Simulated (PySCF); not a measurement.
## Bi: electron affinity

Bi⁻ [Xe] 4f14 5d10 6s2 6p4 [6p1/2^2 6p3/2^2, M_J = 2] → Bi [Xe] 4f14 5d10 6s2 6p3 [6p1/2^2 6p3/2^1, M_J = 3/2], as a difference of total energies. Calculation: PySCF 2.14, in x2c-TZVPall-2c with one added diffuse shell each of s, p, d, f type (12s12p10d4f, 126 functions); the two-component X2C-1e Hamiltonian. Correlated levels: [Kr] 4d10 4f14 frozen; the 26 highest virtual spinors dropped. "Screened" scales the spin-orbit matrix elements by Boettger's factors to mimic the two-electron term; Breit and QED terms are absent.

| method | electron affinity (eV) |
| --- | --- |
| GHF (spin-free) | -0.261 |
| GMP2 (spin-free) | 0.569 |
| GHF (screened spin-orbit) | 0.081 |
| GMP2 (screened spin-orbit) | 0.811 |

Q: How much does correlation contribute at GMP2 (screened spin-orbit)?

A: 0.811 − (0.081) = 0.730 eV, measured against GHF (screened spin-orbit).

The spin-free rows relax to the high-spin LS determinant and lack the spin-orbit shift.

Errors of the correlated levels include the incompleteness of this basis and the frozen core.

The labels give the starting determinants; with spin-orbit coupling the two ends relaxed to ⟨J²⟩ = 6.04, ⟨L²⟩ = 2.92, ⟨S²⟩ = 1.98 and ⟨J²⟩ = 3.78, ⟨L²⟩ = 0.81, ⟨S²⟩ = 3.24.

A negative affinity means that the anion lies above the atom at that level of theory.

For comparison: 0.942 eV (measured; photodetachment measurements, as compiled on the Wikipedia data page of electron affinities).
